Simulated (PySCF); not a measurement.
**Ionising RbB**

PBE0; PySCF, scalar-relativistic core potentials, basis sets Rb def2-SVPD with ECP28, B def2-SVPD. Neutral (UKS): triplet (σ ↑, π ↑), Re = 3.034 Å, ωe = 242 cm⁻¹, De = 0.94 eV, HOMO -3.28 eV, LUMO -1.35 eV.

RbB⁺ (UKS): doublet (σ ↑), Re = 3.572 Å, ωe = 123 cm⁻¹, De = 0.30 eV to Rb⁺ + B. The energies at the minima are -48.70604 hartree for RbB and -48.52805 for RbB⁺.

Question: Work out the adiabatic ionisation energy, without and with harmonic zero-point energies (1 hartree = 27.2114 eV, 1 eV = 8065.5 cm⁻¹), and the change of the bond length.

Answer: At PBE0: 0.17799 hartree = 4.843 eV between the minima; the zero-point term (123.0 − 242.0)/2 cm⁻¹ = -0.007 eV makes it 4.836 eV. Re changes by +53.8 pm against the neutral. The electron leaves a π orbital, and the ion is left as a loose complex of an ion and an atom.

Weak bonds: RbB⁺. Basis-set superposition, not corrected here, can be much of De in a small basis, most of all at correlated wavefunction levels. Spin–orbit coupling is left out. For an ion De counts to the pair picked by the measured ionisation energies or electron affinities, which need not be the lowest pair at this level. States were picked by a PBE0 search and need not be the measured ground states.
